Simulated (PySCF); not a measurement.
Job file and geometry (Å, from PBE0-D3(BJ)/def2-SVP) of a spin–spin coupling run on `c1cccc(/C=C/C(OC)=O)c1`, C$_{10}$H$_{10}$O$_{2}$, B3LYP/pcJ-1 indirect spin-spin coupling, non-relativistic, gas phase in PySCF 2.14.0, density-fitted response routines; density fitting, a coarse starting grid and PySCF grid level 2 are the driver's defaults:

```
$ OMP_NUM_THREADS=2 python probes_run.py task.json out

{"job": {"kind": "j", "xc": "B3LYP", "basis": "pcJ-1"}, "charge": 0, "multiplicity": 1}
C      4.752299     0.741073     0.054627
O      3.379809     0.869637     0.370570
C      2.549543     0.068724    -0.314409
O      2.931330    -0.718031    -1.146283
C      1.148762     0.289135     0.086939
C      0.165001    -0.400478    -0.515714
C     -1.268958    -0.315425    -0.259390
C     -1.824185     0.547092     0.702142
C     -3.196841     0.589455     0.907882
C     -4.046984    -0.227649     0.158773
C     -3.513475    -1.088137    -0.798408
C     -2.137376    -1.129710    -1.003786
H      5.091389    -0.297689     0.185352
H      5.291695     1.407377     0.737826
H      4.944267     1.033587    -0.989061
H      0.971493     1.025875     0.872932
H      0.480716    -1.109882    -1.289613
H     -1.171317     1.191532     1.294493
H     -3.611653     1.265475     1.659426
H     -5.126307    -0.191620     0.323851
H     -4.171971    -1.730168    -1.387952
H     -1.717264    -1.804251    -1.754451
```

Question: What does the program print?

Answer: 
```
coarse grid: 19232 points
cycle   1  E = -537.2510931781  dE =  1.934e+00  |g| = 9.949e-01  |ddm| = 4.552e+00
cycle   2  E = -536.8193702606  dE =  4.317e-01  |g| = 1.818e+00  |ddm| = 2.452e+00
cycle   3  E = -537.4107821905  dE = -5.914e-01  |g| = 3.627e-01  |ddm| = 1.886e+00
cycle   4  E = -537.4343462167  dE = -2.356e-02  |g| = 1.246e-01  |ddm| = 3.184e-01
cycle   5  E = -537.4365654874  dE = -2.219e-03  |g| = 4.062e-02  |ddm| = 8.524e-02
cycle   6  E = -537.4369297566  dE = -3.643e-04  |g| = 7.849e-03  |ddm| = 3.724e-02
cycle   7  E = -537.4369396207  dE = -9.864e-06  |g| = 4.409e-03  |ddm| = 1.007e-02
cycle   8  E = -537.4369446571  dE = -5.036e-06  |g| = 8.837e-04  |ddm| = 4.239e-03
final grid: 188216 points
cycle   9  E = -537.5545175177  dE = -2.400e-04  |g| = 8.371e-03  |ddm| = 3.785e-02
cycle  10  E = -537.5545081006  dE =  9.417e-06  |g| = 1.050e-02  |ddm| = 1.327e-02
cycle  11  E = -537.5545307072  dE = -2.261e-05  |g| = 2.096e-03  |ddm| = 8.484e-03
cycle  12  E = -537.5545312786  dE = -5.714e-07  |g| = 1.107e-03  |ddm| = 2.340e-03
cycle  13  E = -537.5545314830  dE = -2.045e-07  |g| = 4.202e-04  |ddm| = 9.416e-04
cycle  14  E = -537.5545315162  dE = -3.319e-08  |g| = 4.302e-05  |ddm| = 2.895e-04
cycle  15  E = -537.5545315165  dE = -3.170e-10  |g| = 1.751e-05  |ddm| = 4.741e-05
converged SCF energy = -537.5545315165

Indirect spin-spin couplings (Hz)
  i      j    bonds     total        FC       PSO       DSO        SD
  0 C   12 H    1    151.692   150.782     0.122     0.788         -
  0 C   13 H    1    151.742   150.794     0.229     0.719         -
  0 C   14 H    1    151.315   150.389     0.146     0.780         -
  0 C   15 H    4      0.273     0.294     0.292    -0.313         -
  1 O   12 H    2     -1.767    -1.107    -0.777     0.117         -
  1 O   13 H    2    -15.517   -14.980    -0.586     0.049         -
  1 O   14 H    2     -1.942    -1.312    -0.745     0.115         -
  1 O   15 H    3     -0.520    -0.573     0.212    -0.158         -
  1 O   16 H    4      0.297     0.270    -0.124     0.151         -
  2 C   12 H    3      2.151     2.452    -0.318     0.017         -
  2 C   13 H    3      9.593     9.695     0.448    -0.550         -
  2 C   14 H    3      1.492     1.757    -0.243    -0.022         -
  2 C   15 H    2      2.177     2.513    -0.399     0.064         -
  2 C   16 H    3      7.699     7.947    -0.538     0.290         -
  2 C   17 H    5      0.244     0.216    -0.023     0.051         -
  2 C   19 H    7      0.281     0.293     0.112    -0.124         -
  2 C   21 H    5      0.269     0.296    -0.014    -0.014         -
  3 O   12 H    4     -0.304    -0.524     0.332    -0.112         -
  3 O   13 H    4     -0.644    -0.810    -0.091     0.256         -
  3 O   14 H    4     -0.247    -0.454     0.282    -0.075         -
  3 O   15 H    3     -1.416    -1.679    -0.058     0.322         -
  3 O   16 H    4      0.319     0.326     0.211    -0.218         -
  4 C   12 H    4     -0.758    -0.714     0.221    -0.265         -
  4 C   13 H    4     -0.301    -0.291     0.283    -0.293         -
  4 C   14 H    4     -0.773    -0.731     0.217    -0.259         -
  4 C   15 H    1    167.945   166.751     0.157     1.037         -
  4 C   16 H    2     -3.011    -1.239    -1.568    -0.203         -
  4 C   17 H    4     -0.363    -0.284    -0.459     0.380         -
  4 C   18 H    5      0.183     0.197     0.101    -0.115         -
  4 C   19 H    6     -0.601    -0.567     0.158    -0.193         -
  4 C   20 H    5      0.445     0.466     0.189    -0.210         -
  4 C   21 H    4     -0.241    -0.349     0.279    -0.171         -
  5 C   12 H    5      0.202     0.231     0.154    -0.183         -
  5 C   14 H    5      0.254     0.284     0.150    -0.179         -
  5 C   15 H    2     -0.155     1.481    -1.313    -0.324         -
  5 C   16 H    1    163.653   162.926    -0.280     1.008         -
  5 C   17 H    3      4.017     4.215    -0.298     0.099         -
  5 C   18 H    4      0.522     0.528     0.258    -0.264         -
  5 C   19 H    5      0.978     0.996     0.258    -0.276         -
  5 C   21 H    3      6.779     6.859    -0.271     0.192         -
  6 C   12 H    6     -0.197    -0.181     0.102    -0.118         -
  6 C   14 H    6     -0.227    -0.211     0.099    -0.115         -
  6 C   15 H    3      5.506     5.679    -0.281     0.108         -
  6 C   16 H    2      2.833     3.373    -0.491    -0.049         -
  6 C   17 H    2      1.012     2.169    -1.002    -0.156         -
  6 C   18 H    3      7.912     8.030     0.304    -0.422         -
  6 C   19 H    4     -1.609    -1.587     0.351    -0.373         -
  6 C   20 H    3      7.875     7.995     0.305    -0.425         -
  6 C   21 H    2      1.034     2.251    -1.041    -0.176         -
  7 C   15 H    4     -0.465    -0.414    -0.408     0.357         -
  7 C   16 H    3      6.494     6.521     0.351    -0.377         -
  7 C   17 H    1    165.287   164.177     0.149     0.961         -
  7 C   18 H    2      1.734     3.023    -0.984    -0.305         -
  7 C   19 H    3      8.282     8.396     0.364    -0.479         -
  7 C   20 H    4     -1.531    -1.492     0.375    -0.414         -
  7 C   21 H    3      6.609     6.721     0.351    -0.463         -
  8 C   15 H    5      0.461     0.448     0.048    -0.036         -
  8 C   16 H    4      0.779     0.795     0.274    -0.290         -
  8 C   17 H    2      0.815     2.105    -1.007    -0.283         -
  8 C   18 H    1    167.640   166.541     0.256     0.843         -
  8 C   19 H    2      1.759     2.951    -0.859    -0.332         -
  8 C   20 H    3      8.249     8.384     0.359    -0.494         -
  8 C   21 H    4     -1.161    -1.149     0.406    -0.418         -
  9 C   15 H    6     -0.466    -0.421     0.082    -0.127         -
  9 C   16 H    5      0.368     0.434     0.159    -0.224         -
  9 C   17 H    3      8.203     8.321     0.352    -0.469         -
  9 C   18 H    2      1.731     2.924    -0.861    -0.332         -
  9 C   19 H    1    167.938   166.895     0.218     0.824         -
  9 C   20 H    2      1.536     2.775    -0.898    -0.341         -
  9 C   21 H    3      8.153     8.271     0.362    -0.480         -
 10 C   15 H    5      0.447     0.491     0.129    -0.173         -
 10 C   17 H    4     -1.323    -1.305     0.392    -0.410         -
 10 C   18 H    3      8.231     8.365     0.360    -0.494         -
 10 C   19 H    2      1.524     2.758    -0.895    -0.339         -
 10 C   20 H    1    168.167   167.070     0.259     0.838         -
 10 C   21 H    2      1.350     2.580    -0.929    -0.302         -
 11 C   15 H    4     -0.783    -0.857     0.291    -0.217         -
 11 C   16 H    3      6.133     6.277    -0.359     0.216         -
 11 C   17 H    3      7.022     7.146     0.334    -0.458         -
 11 C   18 H    4     -1.471    -1.428     0.373    -0.416         -
 11 C   19 H    3      8.212     8.325     0.370    -0.483         -
 11 C   20 H    2      1.727     2.970    -0.930    -0.312         -
 11 C   21 H    1    166.526   165.497     0.106     0.923         -
 12 H   13 H    2    -10.801   -10.784     2.567    -2.585         -
 12 H   14 H    2    -13.520   -13.572     2.242    -2.190         -
 12 H   16 H    6     -0.265    -0.199     0.452    -0.518         -
 13 H   14 H    2    -10.948   -10.934     2.567    -2.581         -
 14 H   16 H    6     -0.306    -0.238     0.450    -0.518         -
 15 H   16 H    3     17.251    17.689     2.362    -2.800         -
 15 H   17 H    5      0.171    -0.108    -3.013     3.292         -
 15 H   19 H    7      0.371     0.423     0.618    -0.670         -
 15 H   20 H    6     -0.230    -0.162     0.795    -0.863         -
 15 H   21 H    5      0.328     0.376     0.999    -1.047         -
 16 H   17 H    4     -0.654    -0.557     1.416    -1.514         -
 16 H   18 H    5      0.731     0.803     1.160    -1.232         -
 16 H   19 H    6     -0.324    -0.251     0.951    -1.024         -
 16 H   21 H    4     -0.432    -0.589    -2.002     2.159         -
 17 H   18 H    3      8.963     9.197    -0.023    -0.212         -
 17 H   19 H    4      0.835     0.948     1.624    -1.737         -
 17 H   20 H    5      0.650     0.772     1.635    -1.758         -
 17 H   21 H    4      1.634     1.751     1.705    -1.821         -
 18 H   19 H    3      8.204     8.436     0.181    -0.413         -
 18 H   20 H    4      1.014     1.137     1.694    -1.818         -
 18 H   21 H    5      0.550     0.675     1.658    -1.782         -
 19 H   20 H    3      8.391     8.633     0.192    -0.434         -
 19 H   21 H    4      0.925     1.044     1.656    -1.775         -
 20 H   21 H    3      8.545     8.777     0.069    -0.301         -
```

Size and cost of the density-fitted run: 424 basis functions; peak memory 3 GiB.
